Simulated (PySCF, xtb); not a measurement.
W(O)2(OH)2 (H2O4W), SMILES [O]=[W](=[O])([OH])[OH], multiplicity 1.

GFN2-xTB (xtb 6.7.1) at its own geometry gives an orbital gap of 4.64 eV and a dipole moment of 6.90 D.

Coordinates come from a PBE0-D3(BJ)/def2-SVP optimisation. A frequency run showed that this geometry is not a minimum. The spin state was assumed, not searched. The isomer is the one that the SMILES or the coordinates give; other isomers of the formula were not compared. The def2 effective core potentials stand for the cores of W; spin–orbit coupling is left out. Other conformers were not sampled.

Task: What does r2SCAN/def2-TZVP (PySCF) give? (Estimate from the structure and the level; the computed values follow.)

Result: gap 5.24 eV (levels -7.55 and -2.30 eV), dipole 2.19 D.
